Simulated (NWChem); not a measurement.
# CH₅O cation; SMILES C[OH2+]

Results from NWChem. Pople sets run with spherical d functions. The level has its own optimisation; frequencies are unscaled.

Problem. Predict the results for Hartree-Fock/6-31G*. Quantities: r C–O (Å); r C–H (Å); r H–O (Å); highest harmonic frequency (cm⁻¹); lowest (cm⁻¹); zero-point energy (kcal/mol).

Solution. 
```json
{
  "r C–O (Å)": "1.512",
  "r C–H (Å)": "1.075",
  "r H–O (Å)": "0.963",
  "highest harmonic frequency (cm⁻¹)": "3950",
  "lowest (cm⁻¹)": "244",
  "zero-point energy (kcal/mol)": "43.0"
}
```
